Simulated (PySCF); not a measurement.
# How the method changes the constants of PrBr

State: quintet, about 2.9 electrons in the 4f shell (Mulliken), real f orbitals that mix terms. Set-up: Pr x2c-SVPall, Br x2c-SVPall; spin-free X2C with a Gaussian nucleus (PySCF 2.14). De refers to Pr (4f3 6s2) + Br in their high-spin ground configurations, without counterpoise correction. The functionals are run spin-unrestricted. A positive dipole means Pr(−)Br(+). Levels whose curve was spin-contaminated or gave no clean fit are not listed.

```csv
Level,Re (Å),ωe (cm⁻¹),De (eV),μ (D)
UHF,2.858,192,n/a,-5.40
UHF-MP2,2.734,216,n/a,n/a
UHF-SCS-MP2,2.760,210,n/a,n/a
r²SCAN,2.742,210,4.81,-4.79
M06-L,2.765,204,4.01,-4.64
PBE0,2.744,208,4.39,-4.79
MN15,2.705,215,4.00,-5.07
ωB97X,2.775,204,3.89,-5.07
```

Correlated steps freeze 27 core orbitals. Spin–orbit coupling is left out, which matters for elements this heavy, above all for dissociation energies. With d or f electrons several states lie close, and the lowest PBE0 determinant need not be the measured ground state.

The whole job (state search and all levels along the bond) took about 13 min on 4 threads of AMD EPYC 7B13 (shared host), peak memory 5 GiB.
